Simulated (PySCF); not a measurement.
FGeH2N, SMILES [NH2][Ge][F] (connectivity only; charge and spin as stated), neutral, multiplicity 1. Geometry optimised at PBE0-D3(BJ)/def2-TZVP. One conformer was computed; it need not be the lowest.

The numbers are results of PBE0-D3(BJ)/def2-TZVP (PySCF), not measurements.

Harmonic wavenumbers (cm⁻¹): 248, 424, 503, 639, 695, 725, 1543, 3575, 3699. Rotational constants (GHz): 13.63, 7.956, 5.023; symmetry number 1.

Q: Work out the zero-point energy and the ideal-gas rigid-rotor harmonic-oscillator thermochemistry at 298.15 K and 1 atm.

A: ZPE = ½ Σ hcν = ½ × 12052 cm⁻¹ = 17.23 kcal/mol. H − E(el) = 20.45 kcal/mol. Entropy in cal/(mol K): translation 39.94, rotation 23.89, vibration 4.26, total 68.09. G − E(el) = 0.15 kcal/mol. Cp = 15.01 cal/(mol K).
